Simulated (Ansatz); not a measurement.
Geometry optimisation, RHF/def2-SVP (Ansatz).

The input (input.yaml):

```yaml
crystal:
  periodic: [false, false, false]
  atoms:
    - { symbol: Sn, position_ang: [-0.138588, 0.102092, -0.007861] }
    - { symbol: O, position_ang: [-0.166716, -0.086349, 1.95044] }
    - { symbol: H, position_ang: [-0.840751, 0.375041, 2.42606] }
    - { symbol: H, position_ang: [1.484117, 0.322907, -0.466097] }
    - { symbol: H, position_ang: [-1.084363, 1.481244, -0.382644] }
    - { symbol: H, position_ang: [-0.825061, -1.296604, -0.699487] }
    - { symbol: H, position_ang: [1.414458, -2.166418, 1.053167] }
    - { symbol: H, position_ang: [1.123305, -1.859313, 1.625221] }
basis:
  gaussian: { orbitals: def2-SVP }
hamiltonian:
  xc: hf
relax:
  f_tol: 0.03
  max_steps: 50
```

Run as:

```bash
$ ansatz run input.yaml --threads 1 --pin off --max-ram 2048MiB --backend cpu --events-out ev --progress --plain --runs-dir out
```

**Question.** Where does it end, and by what steps?

**Answer.** It converged. The force dipped under the threshold on the way, but the program's further checks kept it going. After 32 steps the energy has fallen by 0.165 eV; H7 moved furthest, 1.77 Å.

```tsv
step	energy less start (eV)	largest force component (eV/Å)	accepted
0	0.0000	1.217	yes
2	-0.1173	0.059	yes
4	-0.1232	0.520	no
6	-0.1377	0.102	yes
8	-0.1406	0.063	yes
10	-0.1452	0.262	yes
12	-0.1505	0.060	yes
14	-0.1547	0.240	yes
16	-0.1570	0.084	yes
18	-0.1600	0.130	yes
20	-0.1621	0.097	yes
22	-0.1631	0.097	yes
24	-0.1637	0.038	yes
26	-0.1641	0.041	yes
28	-0.1643	0.029	yes
30	-0.1645	0.063	yes
32	-0.1648	0.029	yes
```

```xyz
8
Properties=species:S:1:pos:R:3
Sn -0.404 0.532 -0.357
O 0.042 -0.346 1.356
H -0.649 -0.472 1.987
H 1.096 0.728 -1.132
H -1.163 2.026 -0.017
H -1.452 -0.496 -1.231
H 1.928 -2.837 2.604
H 1.569 -2.262 2.289
```

Whether the end is a true minimum wasn't checked by a vibrational analysis.

The run took 47 s on 1 thread of Arm Neoverse V1 (shared host), peak memory 0.12 GiB.
